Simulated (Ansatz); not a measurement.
Reaction (substitution at a C–Al bond): `C[C](=N)[AlH2]` + CH₃NH₂ → `CNC(C)=N` + `[AlH3]`

Isolated molecules relaxed with PBE0-D4/def2-TZVP in Ansatz; ΔE leaves out vibrations. CBS: MP2 limit from def2 TZ/QZ plus the TZ coupled-cluster correction, frozen cores. This one scheme is used for every species. Functionals use def2-TZVPP. B3LYP here is the variant with VWN-RPA as its local correlation; programs differ in this. Each species was taken in one conformer, which may not be the lowest.

Question: Is it downhill or uphill in electronic energy at CCSD(T)/CBS, and by how much? (Estimate.)

Answer: The calculation gave: Downhill: ΔE = -5.7 kcal/mol.

Question: What do these levels give: r2SCAN-D4, PBE0-D4, ωB97X-V, ωB97M-V, PBE, r2SCAN, PBE0, B3LYP, HF/def2-TZVPP, CCSD/def2-TZVPP, MP2/def2-QZVPP, HF/CBS(def2)? (Best estimate.)

Answer: The calculation gave: r2SCAN-D4 -8.7, PBE0-D4 -8.3, ωB97X-V -8.4, ωB97M-V -7.2, PBE -6.8, r2SCAN -8.5, PBE0 -7.8, B3LYP -6.6, HF/def2-TZVPP -8.4, CCSD/def2-TZVPP -6.1, MP2/def2-QZVPP -6.9, HF/CBS(def2) -8.3 kcal/mol.

Largest T1 diagnostic among the species: 0.012.

The D4 term adds −0.9 kcal/mol with B3LYP and −0.5 kcal/mol with PBE0; it sums over pairs of atoms, weighted by their polarisabilities, and B3LYP, whose exchange is more repulsive, gets the larger term. In def2-TZVPP, CCSD(T) changes the Hartree–Fock value by +2.4 kcal/mol (the triples alone add +0.1 kcal/mol) and MP2 by +1.3 kcal/mol. From PBE to PBE0 (25 % exact exchange), in def2-TZVPP and without D4, ΔE moves by −1.0 kcal/mol.
